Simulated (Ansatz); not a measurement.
Consider the redistribution: `B[SiH2]N[SiH2]F` + `F[SiH3]` → `F[SiH2]N[SiH3]` + `B[SiH2]F`.

Program: Ansatz. Geometries: PBE0-D4/def2-TZVP. ΔE: electronic, gas phase. CCSD(T)/CBS adds triple-zeta CCSD(T) − MP2 to the extrapolated MP2 energy (def2 sets, frozen cores). This one scheme is used for every species. DFT in def2-TZVPP. One conformer a species, not always the lowest.

(1) Is it downhill or uphill in electronic energy at CCSD(T)/CBS, and by how much? (An estimate is asked.)

(2) What do these levels give: revPBE-D4, BLYP-D4, PBE0-D4, ωB97M-V, BLYP, r2SCAN, BHLYP, CAM-B3LYP, LC-ωPBE, RPA@PBE/def2-TZVPP, MP2/def2-SVP, MP2/def2-TZVPP? (Estimate.)

Largest T1 diagnostic among the species: 0.012.

Answers

(1) The calculation gave: Downhill: ΔE = -5.2 kJ/mol.

(2) The calculation gave: revPBE-D4 -1.7, BLYP-D4 -5.8, PBE0-D4 -2.9, ωB97M-V -1.5, BLYP -15.2, r2SCAN -2.3, BHLYP -13.6, CAM-B3LYP -9.1, LC-ωPBE -5.1, RPA@PBE/def2-TZVPP -3.3, MP2/def2-SVP 4.7, MP2/def2-TZVPP -2.4 kJ/mol.

In def2-TZVPP, CCSD(T) changes the Hartree–Fock value by +22.3 kJ/mol (the triples alone add +3.9 kJ/mol) and MP2 by +24.4 kJ/mol. The D4 term adds +7.0 kJ/mol with B3LYP and +3.7 kJ/mol with PBE0; it sums over pairs of atoms, weighted by their polarisabilities, and B3LYP, whose exchange is more repulsive, gets the larger term.

B3LYP here is the variant with VWN-RPA as its local correlation; programs differ in this.
